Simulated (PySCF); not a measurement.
UHF on Ar¹¹⁺ (argon, charge +11)

Configuration: [He] 2s2 2p3, high-spin 4S determinant. All numbers are calculated (PySCF 2.14, the non-relativistic Hamiltonian (point nucleus), in an even-tempered Gaussian basis (18 s from 1.6 bohr⁻², ratio 2.2; 11 p from 2 bohr⁻², ratio 2.2; 6 d from 10 bohr⁻², ratio 2.4; 5 f from 15 bohr⁻², ratio 2.4; 5 g from 22 bohr⁻², ratio 2.4)).

```json
{
  "Total energy": "-453.189696 hartree",
  "One-electron energy": "-521.3426 hartree",
  "Hartree (Coulomb) energy": "88.9548 hartree",
  "Exchange energy": "-20.8019 hartree",
  "Kinetic energy": "453.18895 hartree",
  "⟨S²⟩": "3.7506",
  "⟨L²⟩": "0.000",
  "Sum of ⟨r⟩": "1.953 bohr",
  "Sum of ⟨r²⟩": "0.7817 bohr²",
  "Density at the nucleus (Gaussians lack the cusp)": "3830 bohr⁻³",
  "Spin density at the nucleus": "0.467 bohr⁻³"
}
```

```csv
shell,electrons,mean orbital energy (hartree),"rms radius, mean of both spins (bohr)"
1s α,1,-134.23380,0.0992
1s β,1,-133.61459,0.0992
2s α,1,-25.05571,0.418
2s β,1,-23.59710,0.418
2p α,3,-22.84520,0.371
```

Spin-orbit constants ζ (cm⁻¹) from the X2C one-electron operator on these orbitals (non-relativistic here): bare nucleus, nucleus screened by l(l+1)(2l+1)/3 electrons, and screened by the Breit-Pauli mean field of the electrons.

```tsv
shell	bare	screened nucleus	mean field
2p	15800	14050	13400
```
